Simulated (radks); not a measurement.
Results of a calculation; reference values are marked as such.
Trend from Li to Ne: ionisation energy by Delta-SCF between NIST ground configurations, and size. Level of theory: non-relativistic Kohn-Sham, PBE, spin-polarised, spherical densities, point nucleus; open shells are filled with parallel spins first (a radial shooting solver on a logarithmic mesh with Libxc functionals).

| species | configuration | configuration of the ion | IE (eV) | NIST (eV) | kind | -e(HOMO) (eV) | outermost | <r> outermost (bohr) | r at 0.001 e/bohr^3 (bohr) |
|---|---|---|---|---|---|---|---|---|---|
| Li | [He] 2s1 | [He] | 5.590 | 5.392 | exp. | 3.228 (2s) | 2s | 3.79 | 4.16 |
| Be | [He] 2s2 | [He] 2s1 | 8.997 | 9.323 | exp. | 5.609 (2s) | 2s | 2.60 | 4.12 |
| B | [He] 2s2 2p1 | [He] 2s2 | 8.489 | 8.298 | exp. | 4.021 (2p) | 2p | 2.25 | 3.89 |
| C | [He] 2s2 2p2 | [He] 2s2 2p1 | 11.675 | 11.260 | exp. | 6.099 (2p) | 2p | 1.75 | 3.64 |
| N | [He] 2s2 2p3 | [He] 2s2 2p2 | 14.910 | 14.534 | exp. | 8.304 (2p) | 2p | 1.43 | 3.42 |
| O | [He] 2s2 2p4 | [He] 2s2 2p3 | 13.679 | 13.618 | exp. | 7.193 (2p) | 2p | 1.33 | 3.28 |
| F | [He] 2s2 2p5 | [He] 2s2 2p4 | 17.846 | 17.423 | exp. | 10.235 (2p) | 2p | 1.13 | 3.12 |
| Ne | [Ne] | [He] 2s2 2p5 | 21.985 | 21.565 | exp. | 13.347 (2p) | 2p | 0.982 | 2.98 |

Reference values: NIST Atomic Spectra Database (exp. = measured, semi-emp. = semi-empirical, theory = theoretical value adopted there). Open shells are spherical and high-spin; term and fine-structure splittings are not resolved.
